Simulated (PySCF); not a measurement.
**Si³⁺ (silicon, charge +3): M06 calculation**

Configuration: [Ne] 3s1, 2S determinant. All numbers are calculated (PySCF 2.14, the non-relativistic Hamiltonian (point nucleus), in aug-cc-pV(Q+d)Z (7s6p5d3f2g, 89 functions)).

| Item | Value |
| --- | --- |
| Total energy | -287.2447 hartree |
| One-electron energy | -382.9825 hartree |
| Hartree (Coulomb) energy | 115.6447 hartree |
| Exchange-correlation energy | -19.9069 hartree |
| Kinetic energy | 286.26780 hartree |
| ⟨S²⟩ | 0.7502 |
| ⟨L²⟩ | 0.000 |
| Sum of ⟨r⟩ | 6.397 bohr |
| Sum of ⟨r²⟩ | 6.775 bohr² |
| Density at the nucleus (Gaussians lack the cusp) | 1740 bohr⁻³ |
| Spin density at the nucleus | 6.04 bohr⁻³ |
| Langevin diamagnetic susceptibility | -5.37 ×10⁻⁶ cm³/mol |

```tsv
shell	electrons	mean orbital energy (eV)	rms radius, mean of both spins (bohr)
1s α	1	-1843.3	0.129
1s β	1	-1843.1	0.129
2s α	1	-183.88	0.617
2s β	1	-183.62	0.617
2p α	3	-138.24	0.599
2p β	3	-138.04	0.599
3s α	1	-41.355	1.96
```
